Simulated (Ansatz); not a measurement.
`[CH3][Ga]([NH2])[OH]` + HCl → `[CH3][Ga]([NH2])[Cl]` + H₂O at 700 K and 1 bar (ligand exchange at a Ga–O bond).

Gas-phase electronic energies from Ansatz, PBE0-D4/def2-TZVP geometries. CCSD(T)/CBS is the MP2 limit (def2-TZVPP, def2-QZVPP) plus CCSD(T) − MP2 in def2-TZVPP, frozen cores. This one scheme is used for every species. For Ga outer-core shells are correlated without core-valence functions, which leaves a few kJ/mol of doubt a bond. Scalar relativity is left out up to krypton. One conformer a species, not always the lowest.

```json
{"species": "`[CH3][Ga]([NH2])[OH]`", "CCSD(T)/CBS energy (Eh)": "-2095.55006", "H − E (kJ/mol)": "274.3", "S (J/(mol·K))": "475.2"}
{"species": "HCl", "CCSD(T)/CBS energy (Eh)": "-460.38127", "H − E (kJ/mol)": "38.4", "S (J/(mol·K))": "211.8"}
{"species": "`[CH3][Ga]([NH2])[Cl]`", "CCSD(T)/CBS energy (Eh)": "-2479.57899", "H − E (kJ/mol)": "237.2", "S (J/(mol·K))": "466.4"}
{"species": "H₂O", "CCSD(T)/CBS energy (Eh)": "-76.37941", "H − E (kJ/mol)": "80.5", "S (J/(mol·K))": "218.4"}
```

H − E and S are ideal-gas, rigid-rotor, harmonic terms from PBE0-D4/def2-TZVP, for one conformer and one mirror image of each species. 1 Eh = 2625.50 kJ/mol, R = 8.31446 J/(mol·K).

Problem. By hand: ΔE, ΔH, ΔS and ΔG.

Solution. ΔE = (-2479.57899) + (-76.37941) − (-2095.55006) − (-460.38127) = -0.02707 Eh = -71.1 kJ/mol. Δ(H − E) = 237.2 + 80.5 − 274.3 − 38.4 = 5.0, so ΔH = -66.1 kJ/mol. ΔS = 466.4 + 218.4 − 475.2 − 211.8 = -2.2 J/(mol·K). ΔG = -66.1 − 700 × (-2.2)/1000 = -64.6 kJ/mol.

Problem. By hand: the equilibrium constant, and the temperature at which ΔG would vanish if ΔH and ΔS stayed fixed.

Solution. log₁₀ K = −ΔG/(RT ln 10) = 4.8. ΔG = 0 at ΔH/ΔS = 30045 K, far beyond where these terms or the molecules hold.

The number of gas molecules stays the same, so ΔS is small and ΔH decides. A doubt of 5 kJ/mol in ΔE shifts log₁₀ K by 0.4 here. Other conformers and mirror images would add mixing entropy, several J/(mol·K) or more a flexible species. Modes under 60 cm⁻¹, often nearly free rotors, make the harmonic entropy too high. These are equilibria of isolated gas molecules and say nothing of rates. Largest T1 diagnostic: 0.013 (customary marks: 0.02 for closed shells, 0.045 for open ones).
